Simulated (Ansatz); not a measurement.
C2H7BO2 can be A, `OBCCO`, or B, `BCOCO`.

Calculated with Ansatz (gas phase, PBE0-D4/def2-TZVP geometries, no zero-point term in ΔE). CCSD(T)/CBS adds triple-zeta CCSD(T) − MP2 to the extrapolated MP2 energy (def2 sets, frozen cores). DFT in def2-TZVPP. B3LYP here is the variant with VWN-RPA as its local correlation; programs differ in this. One conformer a species, not always the lowest.

(1) Which isomer does CCSD(T)/CBS put lower? Give the gap. (Best estimate.)

(2) Give E(B) − E(A) in kJ/mol with HF/def2-TZVPP, B3LYP-D4, B3LYP, ωB97M-V, MP2/def2-TZVPP, r2SCAN-D4, CCSD(T)/def2-TZVPP. (Best estimate.)

Largest T1 diagnostic: 0.012.

Results:

(1) The calculation gave: A, by 243.4 kJ/mol.

(2) The calculation gave: HF/def2-TZVPP 227.0, B3LYP-D4 233.3, B3LYP 233.7, ωB97M-V 238.0, MP2/def2-TZVPP 249.0, r2SCAN-D4 237.4, CCSD(T)/def2-TZVPP 240.3. None reverses the order clearly.

In def2-TZVPP, CCSD(T) changes the Hartree–Fock value by +13.3 kJ/mol (the triples alone add +0.5 kJ/mol) and MP2 by +21.9 kJ/mol. From PBE to PBE0 (25 % exact exchange), in def2-TZVPP and without D4, E(B) − E(A) moves by +3.3 kJ/mol.
